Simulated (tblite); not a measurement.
Compound: CH9FSeSi3.
SMILES with atom numbers: `[F:1][CH2:2][Se:3][SiH:4]([SiH3:5])[SiH3:6]` (hydrogens: H7, H8 on C2; H9 on Si4; H10, H11, H12 on Si5; H13, H14, H15 on Si6)

Geometry (GFN2-xTB, Å), atoms numbered from 1 in this order:
```
atom  x, y, z in Å
F1     2.6295   -0.3899    0.7729
C2     2.6429   -0.4013   -0.5852
Se3    1.4267    0.9407   -1.3229
Si4   -0.3821    0.5287    0.1267
Si5   -2.0604    1.9181   -0.7156
Si6   -0.6826   -1.7871    0.3004
H7     3.6541   -0.1625   -0.9238
H8     2.3370   -1.3983   -0.9172
H9     0.1547    1.0605    1.3923
H10   -2.8647    1.2017   -1.7082
H11   -1.5709    3.1482   -1.3366
H12   -2.9581    2.2829    0.3814
H13    0.3426   -2.4714    1.0907
H14   -0.6977   -2.4271   -1.0198
H15   -1.9756   -2.0354    0.9372
```

Level: GFN2-xTB in tblite, geometry and Hessian alike; calculated harmonic values, unscaled, isolated species. This tight-binding method is rough: wavenumbers can miss measured ones by several per cent, in bad cases by 10 to 20. Modes of hydrogen on silicon can be 10 to 20 % off. One conformer, not necessarily the lowest. The optimisation stopped once no atom felt more than 0.01 eV/Å.

Lowest wavenumbers of the output (negative numbers stand for imaginary wavenumbers):
```
mode    cm-1
  1     -21.6
  2      32.6
  3      57.3
  4      61.2
  5      73.9
  6      96.7
  7     112.0
  8     123.0
  9     271.5
 10     290.0
```

Is this structure a minimum?

Not by this Hessian. 1 mode is imaginary beyond 20i (22i cm⁻¹), so at this level the point lies at or near a first-order saddle. The curvature is small, so loose convergence or finite differences may be the whole cause.

Which atoms move in the imaginary mode?

22i: H12 (Si–H hydrogen) 33 %, H11 (Si–H hydrogen) 33 %, H10 (Si–H hydrogen) 32 %. These are shares of the mass-weighted motion.

What is the remedy?

Step along that mode in both directions, optimise again with tighter thresholds and repeat the frequencies. The zero-point energy of this point (53.5 kcal/mol) counts the 38 real modes alone, and thermal corrections from it aren't those of a minimum.
